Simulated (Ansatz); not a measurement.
C₅H₁₄BrNSn (`C[CH2][Sn]([CH3])([Br])[N](C)C`), relaxed with RKS PBE-D4/def2-SVP in Ansatz from a rough embedded geometry. The force threshold is 0.03 eV/Å; the program also tests the step.

Total charge 0; spin multiplicity 1. Sn: def2 effective core potential.

Start:

```xyz
22

C     2.887   -0.193    0.304
C     1.972    0.913   -0.143
Sn    0.048    0.558    0.676
C    -1.340    2.184    0.038
Br    0.189    0.643    3.210
N    -0.681   -1.271    0.065
C    -2.041   -1.449    0.633
C    -0.732   -1.263   -1.386
H     3.872   -0.043   -0.205
H     2.980   -0.276    1.350
H     2.507   -1.198   -0.142
H     1.859    0.980   -1.250
H     2.393    1.858    0.193
H    -1.384    2.064   -1.106
H    -2.313    1.948    0.474
H    -0.945    3.113    0.313
H    -2.429   -2.446    0.304
H    -1.998   -1.455    1.714
H    -2.728   -0.683    0.281
H    -1.372   -0.536   -1.819
H     0.331   -1.173   -1.804
H    -1.074   -2.274   -1.700
```

```csv
step,energy (eV),largest force (eV/Å),largest move (Å)
1,-82748.5292,2.997,0.000
2,-82749.0257,0.798,0.192
3,-82749.1308,0.492,0.154
4,-82749.1576,0.311,0.063
5,-82749.1790,0.164,0.121
6,-82749.1868,0.156,0.081
7,-82749.1922,0.140,0.089
8,-82749.1943,0.091,0.063
9,-82749.1957,0.052,0.041
10,-82749.1961,0.023,0.013
```

End:

```xyz
22

C     2.813   -0.328    0.265
C     2.006    0.880   -0.212
Sn   -0.044    0.815    0.515
C    -1.353    2.514    0.151
Br    0.074    0.612    3.047
N    -0.793   -1.029   -0.054
C    -1.970   -1.554    0.603
C    -0.680   -1.402   -1.448
H     3.858   -0.287   -0.108
H     2.852   -0.374    1.373
H     2.368   -1.282   -0.083
H     1.955    0.941   -1.320
H     2.434    1.839    0.146
H    -1.498    2.649   -0.939
H    -2.327    2.314    0.635
H    -0.901    3.425    0.586
H    -1.970   -2.670    0.558
H    -1.975   -1.272    1.675
H    -2.939   -1.217    0.151
H    -1.531   -1.057   -2.094
H     0.257   -1.004   -1.894
H    -0.636   -2.513   -1.553
```

Hardware: 6 threads of an AMD EPYC 7R13 on a shared host and a share of an NVIDIA H100 80 GB. Wall time 17 s, peak host memory 0.89 GiB.
